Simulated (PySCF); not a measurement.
Constitutional and geometric isomers with formula H3ClSi3. All species are isolated molecules in the gas phase. Strings in code marks are SMILES.

Quantity: electronic energy of isomers of H3ClSi3 relative to `Cl[SiH]1[SiH]=[SiH]1`, in eV.

Case: `Cl[Si]1=[SiH][SiH2]1`. Geometry of `[SiH2]1[Si](=[SiH]1)Cl` (neutral, multiplicity 1, Å):

```xyz
7

Cl     2.9373    -1.0649    -1.1515
Si     1.1894    -0.2488    -0.4862
Si    -0.0257     1.4310    -0.1542
Si    -0.8439    -0.6515     0.4411
H     -0.2972     2.8932    -0.2046
H     -1.9531    -1.3048    -0.3132
H     -1.0068    -1.0541     1.8686
```

Problem. What is the computed electronic energy of isomers of H3ClSi3 relative to `Cl[SiH]1[SiH]=[SiH]1` (PBE-D3(BJ)/def2-TZVP // PBE0-D3(BJ)/def2-TZVP (PySCF))?

Solution. 0.131 eV.
